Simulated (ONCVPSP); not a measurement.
## Which change was made? (As, ONCV)

ONCVPSP 4.0.1 input, shortened (lines: element, Z, core and valence counts, functional; n l f; lmax; l rc ep ncon nbas qcut; lloc lpopt rc5 dvloc0; l nproj debl; icmod fcfact rcfact), PBEsol, scalar-relativistic:

```
  As 33.00    3    5  -116133      upf
    1    0    2.00
    2    0    2.00
    2    1    6.00
    3    0    2.00
    3    1    6.00
    3    2   10.00
    4    0    2.00
    4    1    1.00
    2
    0    0.85    0.00    4    8   15.60
    1    1.00    0.00    4    9   12.00
    2    1.10    0.00    4    9   15.70
    4    5    0.80    0.00
    0    2    3.00
    1    3    1.90
    2    3    1.60
    0    0.00    0.00
```

In the d channel the program set the typed energies aside and used -2.277, 0.250, 1.850 Ha.

Cutoffs, loose and tight: the cutoffs (Ha) at which the residual kinetic energy of the hardest occupied pseudo-wave falls to 1 and 0.1 mHa per electron. They do not see the model core or the augmentation charge, which bear on the density cutoff. Test errors are all-electron minus pseudo excitation energies from the reference, over the configurations 3s2 3p6 3d10 4s2 4p3; 3s2 3p6 3d10 4s2 4p2; 3s2 3p6 3d10 4s2 4p0; 3s2 3p6 3d10 4s1 4p3; variants that change the core or the reference have their own tests.

The base gives: outcome: generated, projector energies reset by the program; cutoff, loose: 94 Ha; cutoff, tight: 105 Ha; bound ghosts: none; GHOST(+) flags above zero: none; largest test error (meV): -1.6.

Q: After one change the result is: outcome: generated; cutoff, loose: 94 Ha; cutoff, tight: 105 Ha; bound ghosts: none; GHOST(+) flags above zero: p; largest test error (meV): +0.2. Which change was it?
A. reference 3s2 3p6 3d10 4s2 4p2.75
B. all radii scaled by about 0.80 (s 0.68, p 0.80, d 0.88 bohr); local potential polynomial inside 0.64 bohr (lpopt 5, dvloc0 0 Ha)
C. s: qcut 23.9
D. s: qcut 19.8

A: A. The others give: all radii scaled by about 0.80 (s 0.68, p 0.80, d 0.88 bohr); local potential polynomial inside 0.64 bohr (lpopt 5, dvloc0 0 Ha) → outcome: generated, projector energies reset by the program; cutoff, loose: 112 Ha; cutoff, tight: 159 Ha; bound ghosts: none; GHOST(+) flags above zero: s; largest test error (meV): -2.6 | s: qcut 19.8 → outcome: generated, projector energies reset by the program; cutoff, loose: 115 Ha; cutoff, tight: 136 Ha; bound ghosts: none; GHOST(+) flags above zero: s; largest test error (meV): -15 | s: qcut 23.9 → outcome: failed: ERROR pspot: first pseudo wave function has node, program will stop.
